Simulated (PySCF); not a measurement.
PBE0 on As⁻ (arsenic, charge -1), [Ar] 3d10 4s2 4p4, high-spin 3P determinant. Calculation: PySCF 2.14, in aug-cc-pwCVDZ-PP with ECP10MDF (6s5p4d1f, 48 functions); a scalar-relativistic core potential.

```
cycle= 1 E= -332.399781254417  delta_E= -0.00771  |g|= 0.0546  |ddm|=  0.8
cycle= 2 E= -332.400083641718  delta_E= -0.000302  |g|= 0.0475  |ddm|= 0.143
cycle= 3 E= -332.40035069996  delta_E= -0.000267  |g|= 0.00363  |ddm|= 0.0608
cycle= 4 E= -332.40037154799  delta_E= -2.08e-05  |g|= 0.00231  |ddm|= 0.0187
cycle= 5 E= -332.400380668829  delta_E= -9.12e-06  |g|= 0.000328  |ddm|= 0.0117
cycle= 6 E= -332.40038140905  delta_E= -7.4e-07  |g|= 1.99e-05  |ddm|= 0.00469
cycle= 7 E= -332.400381409858  delta_E= -8.07e-10  |g|= 1.1e-06  |ddm|= 0.000174
converged SCF energy = -332.400381409858  <S^2> = 2.007463  2S+1 = 3.0049712
```

Highest occupied orbital energy: 1.054 eV; ⟨L²⟩ = 2.03; populations by l: s 4.00, p 10.00, d 10.00, f 0.00.

Problem. Can this result be used?

Solution. With care. The calculation finished and met its thresholds. Energies and moments cover only the electrons outside the core potential. At PBE0 the highest occupied level has a positive energy, so only the finite basis holds that electron; in a semilocal or global hybrid functional this comes from self-interaction and does not mean that the real anion is unbound.
